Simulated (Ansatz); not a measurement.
A calculation with Ansatz (development build ahead of 0.2.0).

```yaml
crystal:
  periodic: [false, false, false]
  atoms:
    - { symbol: Mo, position_ang: [0.0, 0.0, 0.0] }
basis:
  gaussian: { orbitals: def2-TZVPP }
magnetization:
  spin_polarized: true
  initial_magnetization: 6
hamiltonian:
  xc: hf
```

The input is written out in the form of the current development build from the run's settings. The basis set brings a core potential for Mo, so the total leaves out those core electrons.

The run gave:

```yaml
Converged: yes
Total_energy: -67.56661 hartree
Spin_squared_of_the_determinant: 12.003
```
